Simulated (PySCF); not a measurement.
Calculated properties of `CC1(C)CCCS1(=O)=O`

Species: C6H12O2S.
Cartesian coordinates in Å at the PBE0-D3(BJ)/def2-SVP level; atoms count from 1:
```
atom  x, y, z in Å
C1    -1.5448   -0.2587    1.3475
C2    -0.6115    0.0368    0.1872
C3    -1.3587    0.5873   -1.0186
C4     0.3152   -1.1299   -0.1653
C5     1.5297   -0.5759   -0.9163
C6     2.0510    0.6199   -0.1283
S7     0.6108    1.3190    0.7440
O8     0.2624    2.6309    0.1976
O9     0.8332    1.1547    2.1824
H10   -0.9800   -0.5391    2.2465
H11   -2.2212   -1.0838    1.0746
H12   -2.1597    0.6200    1.5929
H13   -2.0888   -0.1607   -1.3660
H14   -0.6915    0.8325   -1.8567
H15   -1.8945    1.5081   -0.7516
H16   -0.2237   -1.8840   -0.7599
H17    0.6451   -1.6206    0.7657
H18    1.2355   -0.2634   -1.9296
H19    2.3114   -1.3403   -1.0344
H20    2.7433    0.3321    0.6744
H21    2.4927    1.4218   -0.7330
```

Structural features include: sulfone.

PBE0-D3(BJ)/def2-SVP geometry optimisation, gas phase (PySCF):

| Property | Result |
| --- | --- |
| Point group | C1 |
| Rotational constants A, B, C | 1.718, 1.565, 1.276 GHz |

From PBE0/def2-SVPD ground state, ΔSCF and vertical TDDFT (core frozen in the response) (PySCF):

| Property | Result |
| --- | --- |
| Dipole moment | 5.19 D |
| HOMO energy | -7.87 eV |
| LUMO energy | 0.31 eV |
| HOMO–LUMO gap | 8.18 eV |
| Lowest singlet excitation | 7.21 eV (172 nm, f = 0.002) |
| Strongest line among the 10 lowest singlet transitions | S4 at 7.77 eV (160 nm, f = 0.115) |
| Lowest triplet excitation (Tamm–Dancoff) | 7.01 eV |
| Static isotropic polarisability | 94.5 au |
| Vertical ionisation energy | 9.69 eV |
| Electronic spatial extent ⟨r²⟩ about the centre of nuclear charge | 1202 bohr² |

From PBE0/pcSseg-1 ground state and GIAO shieldings, non-relativistic (PySCF):

| Item | Value |
| --- | --- |
| Lowest Hirshfeld atomic charge | -0.32 e on O8/O9 |
| Highest Hirshfeld atomic charge | +0.51 e on S7 |
| 13C chemical shifts (computed TMS as zero) by class | 61.8 (C2), 59.5 (C6), 39.3 (C4), 22.4 (C1/C3), 21.1 (C5) ppm |
| 1H chemical shifts (computed TMS as zero) by class | 2.90 (H20/H21), 1.88 (H18/H19), 1.65 (H16/H17), 1.23 (H10/H11/H12/H13/H14/H15) ppm |
| Isotropic shieldings of nuclei other than C and H, by class | 110 (O8/O9), 144 (S7) ppm |
| Mayer bond orders between heavy atoms | C1–C2 1.03, C2–C3 0.98, C2–C4 0.95, C4–C5 1.02, C5–C6 1.02, C6–S7 0.86, S7–O8 1.69, S7–O9 1.67, S7–C2 0.77 |

Monoisotopic mass from the formula: 148.0558 u.

The rotational constants make it an asymmetric top with κ = (2B − A − C)/(A − C) = 0.31, nearer the oblate limit (+1). With B = h/(8π²I), that is 505.379 GHz u Å² over I, the principal moments of inertia are 294.1, 322.9 and 396.1 u Å² (most abundant isotopes); the inertial defect Ic − Ia − Ib is -220.9 u Å² (zero for a rigid planar frame, negative otherwise). The 10 singlets span 7.21 to 8.32 eV, and their oscillator strengths add up to 0.18. No computed singlet falls in the visible range (750 to 380 nm, 1.65 to 3.26 eV); S1 lies 3.95 eV above its blue end. The polarisability is 14.01 Å³ as a volume (1 au = 0.148185 Å³), or 1.18 au for each of the 80 electrons.

 NMR classes are plain means over equivalent atoms (diastereotopic ones count apart unless rotation or inversion swaps them), as if these changed places fast; in this geometry the members of some classes differ.

For the NMR shielding job (PBE0/pcSseg-1), the run took 82 s of wall time on one thread, Arm Neoverse N1, on a shared host.

One conformer stands for the species.
